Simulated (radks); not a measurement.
The numbers below are computed, except where a source is named.
Question: The mean radii <r> (bohr) of the occupied orbitals of an atom or ion are listed with their occupations. Code: a radial shooting solver on a logarithmic mesh with Libxc functionals. Model: non-relativistic Kohn-Sham, PBE, spin-polarised, spherical densities, point nucleus.

orbital  occ.      <r>
1s          2  0.06418
2s          2   0.2957
2p          6   0.2605
3s          2   0.8803
3p          4   0.9158
3d          4    1.009

Name the element and its charge.

Answer: Z = 24, chromium, charge +4: Cr4+ in [Ne] 3s2 3d(up 2, down 2) 3p(up 2, down 2). The 1s radius gives Z: for a bare nucleus <r> = 1.5/Z, 0.0625 bohr for Z = 24, and screening makes it slightly larger (0.06418 here). The occupations add up to 20, and the charge is Z minus that.
